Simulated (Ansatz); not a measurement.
Au₄Cl₃. The state is a doublet with charge 0. Geometry r2SCAN-D4/def2-SVP.

Cartesian coordinates in Å:
```
Au -0.855 1.425 -0.427
Au 0.765 -1.523 -0.235
Au -0.748 0.335 -2.754
Au 0.155 0.549 2.097
Cl 1.283 -1.514 2.087
Cl -1.016 2.561 1.764
Cl 0.415 -1.834 -2.532
```

In the def2 sets Au takes a core potential; there is no spin–orbit coupling. The structure comes from a short search, and lower isomers may exist.

Problem. Estimate the α-spin orbital energies around the gap (eV) in Ansatz with PBE-D4/def2-TZVP, BLYP-D4/def2-TZVP, r2SCAN-D4/def2-TZVP, PBE0-D4/def2-SVP, r2SCAN0-D4/def2-TZVP.

Solution. 
| orbital | PBE-D4/def2-TZVP | BLYP-D4/def2-TZVP | r2SCAN-D4/def2-TZVP | PBE0-D4/def2-SVP | r2SCAN0-D4/def2-TZVP |
| --- | --- | --- | --- | --- | --- |
| HOMO−9 | -7.60 | -7.44 | -7.92 | -9.18 | -9.41 |
| HOMO−8 | -7.58 | -7.42 | -7.89 | -9.17 | -9.39 |
| HOMO−7 | -7.47 | -7.31 | -7.80 | -9.09 | -9.30 |
| HOMO−6 | -7.37 | -7.22 | -7.67 | -8.82 | -9.00 |
| HOMO−5 | -7.28 | -7.13 | -7.57 | -8.72 | -8.90 |
| HOMO−4 | -7.04 | -6.89 | -7.33 | -8.48 | -8.68 |
| HOMO−3 | -7.04 | -6.88 | -7.28 | -8.25 | -8.41 |
| HOMO−2 | -6.86 | -6.71 | -7.12 | -8.20 | -8.41 |
| HOMO−1 | -6.57 | -6.43 | -6.80 | -7.83 | -7.98 |
| HOMO | -6.20 | -6.01 | -6.51 | -7.12 | -7.40 |
| LUMO | -3.51 | -3.40 | -3.42 | -2.72 | -2.71 |
| LUMO+1 | -2.96 | -2.85 | -2.76 | -1.94 | -1.85 |
| LUMO+2 | -2.52 | -2.41 | -2.31 | -1.41 | -1.35 |
| LUMO+3 | -1.57 | -1.48 | -1.36 | -0.96 | -0.94 |
| LUMO+4 | -1.18 | -1.07 | -0.90 | -0.31 | -0.29 |
| LUMO+5 | -0.47 | -0.42 | -0.16 | 0.29 | 0.31 |
| β HOMO | -6.51 | -6.37 | -6.73 | -7.73 | -7.88 |
| β LUMO | -5.64 | -5.54 | -5.53 | -4.81 | -4.71 |
